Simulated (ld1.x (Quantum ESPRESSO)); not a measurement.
The numbers below are computed, except where a source is named.
# Pseudopotentials across the periodic table

Generated with ld1.x 7.5 (TM, RRKJ, ultrasoft, PAW), atompaw 4.2 or ONCVPSP 4.0.1. The cutoff is in Ry: for ld1.x and atompaw files where the sum of valence levels is converged to 10 mRy in a Bessel basis, for ONCV files where the hardest occupied wave has 1 mHa per electron of residual kinetic energy. The error is the largest all-electron minus pseudo excitation energy over each file’s own four to seven test configurations (ionisations up to +4, promotions, holes and added fractions of an electron), all of which were solved. The labels leave out finer settings (local radius, basis sizes, second energies), which also bear on the numbers. Spin-polarised tests are not counted. The rows are a selection from randomly drawn settings: files with unsolved tests, undetermined cutoffs or missed reference levels are left out.

| element | potential | cutoff (Ry) | largest error (meV) | bound ghosts |
| --- | --- | --- | --- | --- |
| Be | TM, PBE, scalar-relativistic, rc 2.20/3.65/3.05 (spd), local s, core correction no, reference 2s1.75 2p0 | 8 | -87 | none |
| O | TM, PBE, scalar-relativistic, rc 0.65/0.95 (sp), local smoothed, core correction no, reference 2s2 2p4 | 160 | +192 | none |
| Mo | PAW, PBE, scalar-relativistic, rc 1.75/1.80/2.15 (spd), local smoothed, core correction yes, reference 4s2 4p6 4d5 5s0 5p0 | 25 | -19 | none |
| Sb | ultrasoft, PBE, scalar-relativistic, rc 2.00/2.05/2.00 (spd), local smoothed, core correction yes, reference 5s1.5 5p3.5 | 8 | -125 | none |

Task: Fill in the row for Bi: TM, LDA (PZ), scalar-relativistic, rc 1.80/2.60 (sp), local p, core correction no, reference 6s2 6p3.

Result: cutoff 25 Ry, largest error +457 meV, bound ghosts: none.

Task: Fill in the row for Si: ultrasoft, PW91, non-relativistic, rc 1.95/1.55 (sp), local smoothed, core correction no, reference 3s1 3p3.

Result: cutoff 8 Ry, largest error +35 meV, bound ghosts: none.
